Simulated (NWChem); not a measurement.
# SiH3S3Cl; SMILES S[Si](Cl)(S)S

```xyz
8

S     -1.0381    -0.7437    -1.7021
Si     0.0001    -0.0021     0.0000
S     -0.8864    -0.8207     1.7519
S      2.0267    -0.6401    -0.1033
Cl    -0.0960     2.0680     0.0502
H     -2.1545    -0.0154    -1.4687
H     -0.1954    -0.0243     2.6002
H      2.3436     0.1854    -1.1277
```
Atoms are numbered in this order, from 1.

All runs use the structure optimised with PBE0/def2-SVP.

Question: List the 6 lowest vertical singlet excitations from PBE/6-31G* (spherical d), TDA (NWChem).

Answer: 
```csv
state,energy (eV),oscillator strength,leading excitation (squared amplitude)
S1,5.39,0.009,HOMO → LUMO (0.98)
S2,5.39,0.009,HOMO−1 → LUMO (0.98)
S3,5.51,0.014,HOMO−2 → LUMO (0.96)
S4,6.16,0.004,HOMO−1 → LUMO+1 (0.46)
S5,6.19,0.000,HOMO → LUMO+2 (0.27)
S6,6.19,0.000,HOMO → LUMO+1 (0.28)
```
